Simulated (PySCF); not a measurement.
C₃HF₄, SMILES F/[C]=C/C(F)(F)F, multiplicity 2. Geometry: B3LYP-D3(BJ)/def2-SVP. The isomer is the one that the SMILES or the coordinates give; other isomers of the formula were not compared.

Computed equilibrium geometry at B3LYP-D3(BJ)/def2-SVP (PySCF confirms it by a frequency run) as bond lengths and angles, and its point group:
point group Cs.
Atoms: F1 C2 C3 C4 F5 F6 F7 H8. Bonds (Å): F1–C2 1.296, C2–C3 1.322, C3–C4 1.496, C3–H8 1.097, C4–F5 1.340, C4–F6 1.345, C4–F7 1.345. Bond angles (°): F1–C2–C3 130.1, C2–C3–C4 122.1, C2–C3–H8 121.1, C4–C3–H8 116.9, C3–C4–F5 112.3, C3–C4–F6 111.0, C3–C4–F7 111.0, F5–C4–F6 107.8, F5–C4–F7 107.8, F6–C4–F7 106.8.
Charge 0, spin multiplicity 2.
